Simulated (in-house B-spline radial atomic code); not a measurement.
Configurations of Ba5+, with energies counted from [Kr] 4d10 5s2 5p3. Method: scalar-relativistic (X2C) BHandHLYP, spin-polarised, spherical fractional occupations, exact exchange averaged over the configuration, Fermi nucleus of rms radius 4.8378 fm. Calculated with a radial B-spline atomic code at the basis-set limit. Shells without spins written out take the highest spin.

Occupations are held fixed; configurations that lie above the ionisation limit could autoionise.

```
                     configuration  E - E(ref) (eV)  highest orbital  its <r> (bohr)
             [Kr] 4d10 5s2 5p2 5d1           23.816            5d up           2.145
             [Kr] 4d10 5s1 5p3 6d1           59.691            6d up           4.114
             [Kr] 4d10 5s1 5p3 6f1           68.409            6f up           5.568
[Ar] 3d10 4s2 4p5 4d10 5s2 5p3 6s1           210.84            6s up           2.974
 [Ar] 3d9 4s2 4p6 4d10 5s2 5p3 6d1           823.27            6d up           4.023
```

Task: Order these further configurations by energy, lowest first.
A. [Kr] 4d9 4f1 5s2 5p3
B. [Kr] 4d9 5s2 5p3 6d1
C. [Kr] 4d10 5s2 5p2 6s1
D. [Kr] 4d9 5s2 5p4
E. [Kr] 4d10 5s1 5p3 6p1

Result: C (32.054 eV), E (51.195 eV), D (81.821 eV), A (94.373 eV), B (127.44 eV).

Task: How far above the reference does [Kr] 4d9 5s2 5p3 5f1 lie?

Result: 125.82 eV; its least bound orbital is 5f up with <r> = 3.142 bohr.
